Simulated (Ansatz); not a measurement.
Reaction (redistribution): `[F][SnH2][O]C(F)(F)F` + `[SnH3][I]` → `[F][SnH2][I]` + `FC(F)(F)[O][SnH3]`

Gas-phase electronic energies from Ansatz, PBE0-D4/def2-TZVP geometries. CCSD(T)/CBS adds triple-zeta CCSD(T) − MP2 to the extrapolated MP2 energy (def2 sets, frozen cores). Functionals use def2-TZVPP. def2 core potentials past Kr. For I, Sn outer-core shells are correlated without core-valence functions, which leaves a few kJ/mol of doubt a bond. Each species was taken in one conformer, which may not be the lowest.

| level | ΔE (eV) |
| --- | --- |
| B2PLYP | 0.00 |
| r2SCAN | -0.01 |
| HF/def2-QZVPP | 0.02 |
| CCSD/CBS(def2) | 0.01 |

Problem. What does CCSD(T)/CBS give? (An estimate is asked.)

Solution. Ansatz gave: +0.01 eV. The listed levels differ from it by -0.01, -0.02, 0.01, 0.00 eV.

Largest T1 diagnostic among the species: 0.013.
